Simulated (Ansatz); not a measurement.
One change: `FB(Cl)Br` becomes `COB(F)Cl`.

Ansatz, PBE0-D4/def2-TZVP geometries, multiplicity 1. Each molecule was computed in one conformer, which needn't be the lowest.

Scalar relativity is left out up to krypton. Spin–orbit coupling is left out; it splits and shifts lone-pair levels of the heavy atoms by tenths of an eV.

```
                                          property  `FB(Cl)Br`
                LUMO energy (PBE0/def2-TZVPP) / eV       -1.19
                 HOMO energy (PBE/def2-TZVPP) / eV       -7.51
size of the dipole moment (ωB97M-V/def2-TZVPP) / D        0.29
              HOMO–LUMO gap (PBE0/def2-TZVPP) / eV        7.68
             LUMO energy (ωB97M-V/def2-TZVPP) / eV        0.97
             HOMO–LUMO gap (B3LYP/def2-TZVPP) / eV        7.20
```

What does the change do to each property? (Estimate.)

Computed: 
```
                                          property  `COB(F)Cl`  shift
                LUMO energy (PBE0/def2-TZVPP) / eV        0.57   1.76
                 HOMO energy (PBE/def2-TZVPP) / eV       -7.78  -0.27
size of the dipole moment (ωB97M-V/def2-TZVPP) / D        2.41   2.12
              HOMO–LUMO gap (PBE0/def2-TZVPP) / eV        9.87   2.19
             LUMO energy (ωB97M-V/def2-TZVPP) / eV        2.20   1.23
             HOMO–LUMO gap (B3LYP/def2-TZVPP) / eV        9.35   2.15
```

With PBE0 the HOMO falls by 0.43 eV and the LUMO rises by 1.76 eV, so the gap widens by about 2.19 eV. PBE moves the HOMO by -0.27 eV and ωB97M-V by -0.54 eV. The zero-point energy changes by 111.7 kJ/mol with +12 modes. Dipoles are sizes alone; their direction can turn.

B3LYP here is the variant with VWN-RPA as its local correlation; programs differ in this.
